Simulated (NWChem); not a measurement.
# Si2NH6, doublet; SMILES [SiH2]N[SiH3]

```xyz
9

Si    -0.2419    -1.6174     0.0841
N      0.5463    -0.0683    -0.1349
Si    -0.1449     1.5368    -0.0444
H     -1.2971    -1.4328     1.1260
H      0.7836    -2.5985     0.5653
H      1.4633    -0.1217    -0.5721
H     -1.3433     1.4564     0.8268
H     -0.5567     2.0845    -1.3686
H      0.8505     2.4797     0.5352
```
Atoms are numbered in this order, from 1.

All runs: NWChem. Spin-unrestricted. All runs use the structure optimised with B3LYP/6-31G* (spherical d), spin-unrestricted. No stability test was run on the SCF state. Level: M06-2X/def2-SVP with SMD (1 M gas to 1 M solution), gas-phase geometry. Reactions with the solvent are ignored.

### Question
Order these by “solvation free energy (kcal/mol)”, lowest first: methanol; N,N-dimethylformamide; water.

### Answer
methanol (-2.2), N,N-dimethylformamide (-1.4), water (1.1)
